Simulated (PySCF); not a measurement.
SMILES F[SiH2]N[SiH](Cl)Cl (H4Cl2FNSi2), B3LYP/def2-SVP optimised geometry.

```
10

Si    -0.44     0.93     0.00
F     -0.94     0.21    -1.37
N     -1.01     0.08     1.40
Si    -0.24    -1.12     2.38
Cl     0.96    -0.29     3.85
Cl     0.97    -2.29     1.17
H      1.04     0.93     0.00
H     -1.04     2.29     0.00
H     -1.95     0.32     1.71
H     -1.26    -1.96     3.05
```

Density from PySCF 2.14.0 with B3LYP/def2-TZVP at that geometry.

Minimum of the electron density along straight lines between bonded atoms, close to the bond critical point (lines longer than 1.1 times the sum of covalent radii, or with two minima, are not listed):

```json
[
 {"bond": "Si1–F2", "length / Å": "1.627", "ρ at the minimum / e bohr⁻³": "0.130", "∇²ρ there / e bohr⁻⁵": "0.86", "position (fraction from the first atom)": "0.42"},
 {"bond": "Si1–N3", "length / Å": "1.739", "ρ at the minimum / e bohr⁻³": "0.128", "∇²ρ there / e bohr⁻⁵": "0.50", "position (fraction from the first atom)": "0.40"},
 {"bond": "N3–Si4", "length / Å": "1.726", "ρ at the minimum / e bohr⁻³": "0.134", "∇²ρ there / e bohr⁻⁵": "0.52", "position (fraction from the first atom)": "0.60"},
 {"bond": "Si4–Cl5", "length / Å": "2.074", "ρ at the minimum / e bohr⁻³": "0.098", "∇²ρ there / e bohr⁻⁵": "0.18", "position (fraction from the first atom)": "0.36"},
 {"bond": "Si4–Cl6", "length / Å": "2.067", "ρ at the minimum / e bohr⁻³": "0.100", "∇²ρ there / e bohr⁻⁵": "0.18", "position (fraction from the first atom)": "0.36"},
 {"bond": "Si1–H7", "length / Å": "1.479", "ρ at the minimum / e bohr⁻³": "0.128", "∇²ρ there / e bohr⁻⁵": "0.13", "position (fraction from the first atom)": "0.49"},
 {"bond": "Si1–H8", "length / Å": "1.483", "ρ at the minimum / e bohr⁻³": "0.126", "∇²ρ there / e bohr⁻⁵": "0.13", "position (fraction from the first atom)": "0.49"},
 {"bond": "N3–H9", "length / Å": "1.020", "ρ at the minimum / e bohr⁻³": "0.324", "∇²ρ there / e bohr⁻⁵": "-1.50", "position (fraction from the first atom)": "0.73"},
 {"bond": "Si4–H10", "length / Å": "1.477", "ρ at the minimum / e bohr⁻³": "0.129", "∇²ρ there / e bohr⁻⁵": "0.12", "position (fraction from the first atom)": "0.49"}
]
```
